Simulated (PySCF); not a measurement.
# Excitation energy of Ne⁺ by level of theory

Ne⁺ [He] 2s2 2p5 (2P) → Ne⁺ [He] 2s1 2p6 (2S), as a difference of total energies. Computed with PySCF 2.14 in x2c-QZVPPall (7s4p3d2f1g, 57 functions), with scalar relativity by spin-free X2C-1e. Correlated levels: valence: 1s2 frozen; valence and next inner shell: nothing frozen. The calculations carry no spin-orbit coupling.

```tsv
method	excitation energy (cm⁻¹)
UHF	239510
LDA	184440
PBE	190860
PBE0	203050
r2SCAN	207560
M06	201850
wB97X	199960
HSE06	202640
TPSSh	202000
ROHF	239280
MP2 (valence)	222440
SCS-MP2 (valence)	221300
MP2 (valence and next inner shell)	221890
SCS-MP2 (valence and next inner shell)	220940
```

Errors of the correlated levels include the incompleteness of this basis and the frozen core.

Q: Which method comes closest to the reference value, and which is furthest?

A: The reference is 216790 cm⁻¹ (measured; NIST levels, between the centres of gravity of the two terms). Closest: SCS-MP2 (valence and next inner shell) (error 4147.9 cm⁻¹); furthest: LDA (error -32352 cm⁻¹).
